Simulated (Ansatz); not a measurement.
Total energies of C$_{4}$H$_{9}$F$_{3}$HfO (`CC(C)(C)[O][Hf]([F])([F])[F]`).

```xyz
18

C    -0.877   -0.280   -1.509
C    -0.381   -0.389   -0.076
C    -1.509   -0.140    0.912
C     0.272   -1.740    0.172
O     0.602    0.613    0.122
Hf    1.911    1.952    0.385
F     1.184    3.656   -0.090
F     2.440    1.976    2.222
F     3.432    1.581   -0.712
H    -1.311    0.706   -1.688
H    -0.053   -0.431   -2.210
H    -1.641   -1.034   -1.710
H    -1.951    0.845    0.745
H    -2.292   -0.892    0.798
H    -1.135   -0.185    1.936
H     1.104   -1.893   -0.518
H    -0.448   -2.548    0.028
H     0.653   -1.797    1.194
```

Total charge 0; spin multiplicity 1. Correlated methods include outer-core shells of Hf, which these sets cover unevenly. Hf: def2 effective core potential. Geometry: relaxed with PBE0-D4/def2-TZVP. It is one conformer, not always the lowest. Basis def2-TZVPP, Ansatz.

RPA on PBE orbitals: Hartree–Fock energy of these orbitals -577.82626 Eh, correlation -3.10607 Eh (frozen core).

```csv
functional,energy without D4 (Eh),D4 term (kJ/mol)
LDA (SPW92),-577.16142,–
PBE,-580.63284,-39.7
revPBE,-581.06145,-118.5
BLYP,-581.05518,-85.1
r2SCAN,-580.96991,-10.8
B97M-V,-581.08387,–
PBE0,-580.62101,-34.0
B3LYP,-581.22442,-62.8
r2SCANh,-580.92320,-11.4
r2SCAN0,-580.85599,-12.5
HSE06 (plane-wave form),-580.59437,-31.7
BHLYP,-580.84766,-47.5
CAM-B3LYP,-580.98229,-34.6
LC-ωPBE,-580.92216,–
ωB97X-V,-581.00943,–
ωB97M-V,-580.94226,–
B2PLYP,-580.74612,–
PBE-QIDH,-580.48241,–
```

B3LYP takes the VWN-RPA correlation (the form of Gaussian; ORCA's B3LYP/G). HSE06 is the plane-wave form, built on full-range PBE exchange. The double hybrids freeze the cores in their second-order part.

LC-ωPBE has ω = 0.4 bohr⁻¹.
